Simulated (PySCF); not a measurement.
Choosing a molecule for a target property.

Each SMILES stands for a single optimised conformer of the isolated species, non-relativistic unless stated. Electronic properties by PySCF.

The conformers computed, where there is a choice (atom-mapped SMILES and torsion angles):
- `[SiH3:1][O:2][SiH2:3][CH2:4][CH:5]1[CH2:6][CH2:7]1`: O2–Si3–C4–C5 180°, Si3–C4–C5–C6 80°
- `[CH2:1]=[N:2][SiH2:3][NH:4][SiH2:5][CH2:6][SiH3:7]`: C1–N2–Si3–N4 132°, N2–Si3–N4–Si5 172°, Si3–N4–Si5–C6 -58°, N4–Si5–C6–Si7 -55°
- `[CH2:1]=[N:2][Si@H:3]([F:4])[NH:5][SiH2:6][CH2:7][F:8]`: C1–N2–Si3–F4 -42°, N2–Si3–N5–Si6 172°, Si3–N5–Si6–C7 12°, N5–Si6–C7–F8 62°

(1) Wanted: dipole moment between 1 D and 1.5 D (CAM-B3LYP/def2-SVPD) and lowest singlet excitation below 6.4 eV (TDDFT CAM-B3LYP/def2-SVPD), at GFN2-xTB geometries. Which candidate meets both?
A. `C=N[SiH2]N[SiH2]C[SiH3]`
B. `[SiH3]O[SiH2]CC1CC1`
C. `C=N[Si@H](F)N[SiH2]CF`
D. `C#C[Si](F)(F)C#CC`

(2) Wanted: HOMO energy below -8.6 eV (CAM-B3LYP/def2-SVPD) and static isotropic polarisability above 93 au (CAM-B3LYP/def2-SVPD), at GFN2-xTB geometries. Which candidate meets both?
A. `[SiH3]O[SiH2]CC1CC1`
B. `C=N[SiH2]N[SiH2]C[SiH3]`
C. `C=N[Si@H](F)N[SiH2]CF`
D. `C#C[Si](F)(F)C#CC`

Answers

(1) A. Computed values:
```
                species  dipole moment  lowest singlet excitation
    [SiH3]O[SiH2]CC1CC1         0.82 D                    6.98 eV
C=N[SiH2]N[SiH2]C[SiH3]         1.35 D                    4.08 eV
  C=N[Si@H](F)N[SiH2]CF         1.74 D                    3.95 eV
      C#C[Si](F)(F)C#CC         3.89 D                    5.77 eV
```

(2) A. Computed values:
```csv
species,HOMO energy,static isotropic polarisability
C#C[Si](F)(F)C#CC,-9.69 eV,78.4 au
[SiH3]O[SiH2]CC1CC1,-8.86 eV,98.4 au
C=N[Si@H](F)N[SiH2]CF,-8.76 eV,88.5 au
C=N[SiH2]N[SiH2]C[SiH3],-8.48 eV,117.3 au
```
